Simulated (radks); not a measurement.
Isoelectronic series with 9 electrons, all held in the configuration [He] 2s2 2p5, which need not be the ground one along the series. All-electron calculation, scalar-relativistic Kohn-Sham, BLYP, spin-unpolarised, spherical densities, point nucleus. Program: a radial shooting solver on a logarithmic mesh with Libxc functionals. Total energies (hartree) and mean radii <r> (bohr):

| ion | E (hartree) | 2p | 2s | 1s |
|---|---|---|---|---|
| F | -99.83694 | 1.107 | 1.004 | 0.1763 |
| Si5+ | -280.03848 | 0.5067 | 0.5484 | 0.1112 |
| K10+ | -555.28535 | 0.3338 | 0.3748 | 0.08094 |
| Cr15+ | -926.51999 | 0.2491 | 0.2840 | 0.06346 |
| Cu20+ | -1395.14810 | 0.1985 | 0.2281 | 0.05206 |
| Se25+ | -1962.99201 | 0.1649 | 0.1902 | 0.04402 |
| Ru35+ | -3405.86908 | 0.1227 | 0.1416 | 0.03339 |
| In40+ | -4286.94686 | 0.1085 | 0.1251 | 0.02967 |
| Xe45+ | -5279.46737 | 0.09719 | 0.1117 | 0.02662 |
